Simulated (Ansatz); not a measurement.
def2 core potentials replace the inner electrons of Bi.

B3LYP has the VWN-RPA correlation part, as in Gaussian. 

Cartesian coordinates (Å):
SMILES: C[CH](C)[Bi]([OH])[OH]
```xyz
15

C     -1.3059     1.0769     0.2425
C     -0.3321    -0.0331    -0.1091
C     -0.9152    -1.4327    -0.0377
Bi     1.5399     0.1101     1.2133
O      2.5824    -1.2687     0.0201
O      2.1130     1.9298     0.3355
H     -2.1650     1.0956    -0.4516
H     -0.8217     2.0653     0.2001
H     -1.7188     0.9493     1.2580
H      0.0824     0.1442    -1.1188
H     -1.7479    -1.5603    -0.7523
H     -0.1562    -2.1965    -0.2693
H     -1.3180    -1.6547     0.9654
H      2.3200    -1.1877    -0.9055
H      1.8427     1.9626    -0.5908
```
Charge 0, spin multiplicity 1.

Task: Give the vertical ionisation energy (Delta-SCF), HOMO–LUMO gap, HOMO, LUMO and dipole moment at the level B3LYP-D3(BJ)/def2-TZVP // PBE0-D3(BJ)/def2-SVP (Ansatz, a program for electronic structure).

Result: 
| Quantity | Value |
|---|---|
| vertical ionisation energy (Delta-SCF) | 8.76 eV |
| HOMO–LUMO gap | 5.64 eV |
| HOMO | -6.76 eV |
| LUMO | -1.12 eV |
| dipole moment | 0.620 e·Å |
